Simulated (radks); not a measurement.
The numbers below are computed, except where a source is named.
Task: These are the eigenvalues of the occupied orbitals of an atom or ion with whole-number occupations (eV). Level of theory: scalar-relativistic Kohn-Sham, LDA (Slater exchange, Perdew-Wang correlation), spin-polarised, spherical densities, finite nucleus; Fermi nuclear charge, rms radius of each element as measured or else 0.836 A^(1/3) + 0.57 fm (a radial shooting solver on a logarithmic mesh with Libxc functionals).

1s: -10991.39
2s: -1418.763
2p: -1247.491
3s: -217.0239
3p: -164.6302
3d: -78.3892

Which element is it, and in what charge state? The configuration may be excited. Open shells, if any, are filled with parallel spins first.

Result: Z = 32, germanium, charge +4: Ge4+ in [Ar] 3d10. The list shows which subshells hold electrons but not how many an open one holds; the 1s level, -403.93 hartree, gives Z - s = 28.4 by -(Z - s)^2/2, which with screening and relativity narrows Z to a few neighbours, and the depths of the outer levels then fix element, charge and occupations together.
